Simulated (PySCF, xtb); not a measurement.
Se(Br)(SiH3) (BrH₃SeSi), SMILES [SiH3][Se]Br.

GFN2-xTB (xtb) at its own geometry gives an orbital gap of 2.65 eV and a dipole moment of 5.70 D.

Geometry optimised at PBE-D3(BJ)/def2-SVP. This is a generated structure with no PubChem entry under its InChIKey; it may be hypothetical.

Q: What does ωB97X/def2-TZVPD (PySCF) give? (The exact figures need the calculation; the answer reports its results.)

A: gap 8.49 eV (levels -9.27 and -0.78 eV), dipole 1.63 D.
